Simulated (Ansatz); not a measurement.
Species: C$_{5}$H$_{5}$F, SMILES `CC1=CC(F)=C1` (charge 0, multiplicity 1).

### Question
Give a relaxed geometry from B3LYP-D3(BJ)/def2-TZVP (Ansatz, a first-principles code).

### Answer
the end point of this relaxation (outside a Z-matrix the atoms follow the SMILES, hydrogens last).
Bonds (Å): C1–C2 1.472, C1–H7 1.090, C1–H8 1.095, C1–H9 1.095, C2–C3 1.333, C2–C6 1.595, C3–C4 1.550, C3–H10 1.077, C4–F5 1.321, C4–C6 1.326, C6–H11 1.075. Angles (°): C2–C1–H7 111.5, C2–C1–H8 110.5, C2–C1–H9 110.5, H7–C1–H8 108.9, H7–C1–H9 108.9, H8–C1–H9 106.4, C1–C2–C3 137.2, C1–C2–C6 130.6, C3–C2–C6 92.2, C2–C3–C4 87.5, C2–C3–H10 136.5, C4–C3–H10 136.0, C3–C4–F5 130.7, C3–C4–C6 94.5, F5–C4–C6 134.8, C2–C6–C4 85.8, C2–C6–H11 136.2, C4–C6–H11 137.9.
